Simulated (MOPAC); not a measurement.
A run for MOPAC: PM7 on CH4GeO (SMILES [CH3][Ge][OH]), a point of a torsion scan.

```
PM7 1SCF PRECISE CHARGE=0 THREADS=1
CH4GeO

C     -0.92053827 1    -0.04760646 1     0.01034375 1
Ge     0.68674332 1     1.24014057 1    -0.03025006 1
O      0.49094258 1     1.85676647 1    -1.67446446 1
H     -0.65667893 1    -0.97562812 1    -0.50093209 1
H     -1.79280397 1     0.37383565 1    -0.49053022 1
H     -1.21033189 1    -0.31078354 1     1.02625641 1
H     -0.20065313 1     1.59166637 1    -2.27844067 1
```

It printed:

```
*******************************************************************************
 **                                                                           **
 **                              MOPAC v23.2.5                                **
 **                                                                           **
 *******************************************************************************
 ** MOPAC's Digital Object Identifier: https://doi.org/10.5281/zenodo.6511958 **
 **                                                                           **
 ** Please cite the open-source release paper for use of this MOPAC version:  **
 ** J. E. Moussa and J. J. P. Stewart (2026)                                  **
 ** MOPAC: An open-source semiempirical molecular orbital program             **
 ** J. Open Source Softw., 11(119), 8025, https://doi.org/10.21105/joss.08025 **
 *******************************************************************************

                              PM7 CALCULATION RESULTS

 *******************************************************************************
 *  PM7        - The PM7 Hamiltonian to be used
 *
 *
 *
 *                 CHARGE ON SYSTEM = 0
 *
 *
 *
 *  PRECISE    - TIGHTER CRITERIA TO BE USED
 *  1SCF       - DO 1 SCF AND THEN STOP
 *  THREADS=1  - MULTI-THREADING NOT USED
 *  T=         - A TIME OF 172800.0 SECONDS REQUESTED
 *  DUMP=N     - RESTART FILE WRITTEN EVERY 7200.0 SECONDS REQUESTED
 *******************************************************************************
PM7 1SCF PRECISE CHARGE=0 THREADS=1
 CH4GeO

   ATOM   CHEMICAL          X               Y               Z
  NUMBER   SYMBOL      (ANGSTROMS)     (ANGSTROMS)     (ANGSTROMS)

     1       C         -0.92053827  *  -0.04760646  *   0.01034375  *
     2      Ge          0.68674332  *   1.24014057  *  -0.03025006  *
     3       O          0.49094258  *   1.85676647  *  -1.67446446  *
     4       H         -0.65667893  *  -0.97562812  *  -0.50093209  *
     5       H         -1.79280397  *   0.37383565  *  -0.49053022  *
     6       H         -1.21033189  *  -0.31078354  *   1.02625641  *
     7       H         -0.20065313  *   1.59166637  *  -2.27844067  *



          CARTESIAN COORDINATES

    NO.       ATOM           X           Y           Z

     1         C         -0.9205     -0.0476      0.0103
     2        Ge          0.6867      1.2401     -0.0303
     3         O          0.4909      1.8568     -1.6745
     4         H         -0.6567     -0.9756     -0.5009
     5         H         -1.7928      0.3738     -0.4905
     6         H         -1.2103     -0.3108      1.0263
     7         H         -0.2007      1.5917     -2.2784

 General Reference for PM7:
 "Optimization of Parameters for Semiempirical Methods VI: More Modifications to the
 NDDO Approximations and Re-optimization of Parameters", J. J. P. Stewart, J. Mol. Mod., 1:32, 19 (2013)
 https://link.springer.com/article/10.1007/s00894-012-1667-x

           Empirical Formula: C H4 O Ge  =     7 atoms



      MOLECULAR POINT GROUP   :   C1


      RHF CALCULATION, NO. OF DOUBLY OCCUPIED LEVELS = 9


 -------------------------------------------------------------------------------
 PM7 1SCF PRECISE CHARGE=0 THREADS=1
 CH4GeO



     1SCF WAS SPECIFIED, SO BFGS WAS NOT USED
     SCF FIELD WAS ACHIEVED


                              PM7 CALCULATION
                                                       MOPAC v23.2.5 Linux




          FINAL HEAT OF FORMATION =        -35.35541 KCAL/MOL =    -147.92703 KJ/MOL


          COSMO AREA              =        104.12 SQUARE ANGSTROMS
          COSMO VOLUME            =         92.43 CUBIC ANGSTROMS

          IONIZATION POTENTIAL    =          8.730036 EV
          HOMO LUMO ENERGIES (EV) =         -8.730 -0.898
          NO. OF FILLED LEVELS    =          9
          MOLECULAR WEIGHT        =        104.6320         POINT GROUP:  C1

          MOLECULAR DIMENSIONS (Angstroms)

            Atom       Atom       Distance
            H     7    H     6     3.94459
           Ge     2    H     5     2.58182
           Ge     2    H     4     1.56834


          SCF CALCULATIONS        =          1





   ATOM   CHEMICAL          X               Y               Z
  NUMBER   SYMBOL      (ANGSTROMS)     (ANGSTROMS)     (ANGSTROMS)

     1       C         -0.92053827  *  -0.04760646  *   0.01034375  *
     2      Ge          0.68674332  *   1.24014057  *  -0.03025006  *
     3       O          0.49094258  *   1.85676647  *  -1.67446446  *
     4       H         -0.65667893  *  -0.97562812  *  -0.50093209  *
     5       H         -1.79280397  *   0.37383565  *  -0.49053022  *
     6       H         -1.21033189  *  -0.31078354  *   1.02625641  *
     7       H         -0.20065313  *   1.59166637  *  -2.27844067  *

                             CARTESIAN COORDINATES

   1    C       -0.920538270    -0.047606460     0.010343750
   2   Ge        0.686743320     1.240140570    -0.030250060
   3    O        0.490942580     1.856766470    -1.674464460
   4    H       -0.656678930    -0.975628120    -0.500932090
   5    H       -1.792803970     0.373835650    -0.490530220
   6    H       -1.210331890    -0.310783540     1.026256410
   7    H       -0.200653130     1.591666370    -2.278440670


           Empirical Formula: C H4 O Ge  =     7 atoms



      MOLECULAR POINT GROUP   :   C1


                  EIGENVALUES
 -26.68978 -23.41264 -17.75840 -14.49813 -13.32144 -13.29836 -11.41936 -10.76938
  -8.73004  -0.89775   0.93034   1.49031   6.21495   6.27727   6.69498   7.65242


              NET ATOMIC CHARGES AND DIPOLE CONTRIBUTIONS

  ATOM NO.   TYPE          CHARGE      No. of ELECS.   s-Pop       p-Pop
    1          C          -0.696397        4.6964     1.07041     3.62599
    2         Ge           0.713754        3.2862     1.81880     1.46745
    3          O          -0.798791        6.7988     1.74091     5.05788
    4          H           0.148024        0.8520     0.85198
    5          H           0.147732        0.8523     0.85227
    6          H           0.145192        0.8548     0.85481
    7          H           0.340486        0.6595     0.65951
 DIPOLE           X         Y         Z       TOTAL
 POINT-CHG.     0.639    -0.755     2.571     2.755
 HYBRID        -1.684    -0.746    -1.299     2.255
 SUM           -1.046    -1.502     1.272     2.229


          ATOMIC ORBITAL ELECTRON POPULATIONS

     Atom    s        px        py        pz
    1  C   1.07041   1.23611   1.21731   1.17257
    2 Ge   1.81880   0.64553   0.38030   0.44162
    3  O   1.74091   1.65272   1.82497   1.58019
    4  H   0.85198
    5  H   0.85227
    6  H   0.85481
    7  H   0.65951

 **********************
 *                    *
 * JOB ENDED NORMALLY *
 *                    *
 **********************




 == MOPAC DONE ==
```

The run finished.

Cost: very roughly 0.03 core-seconds.
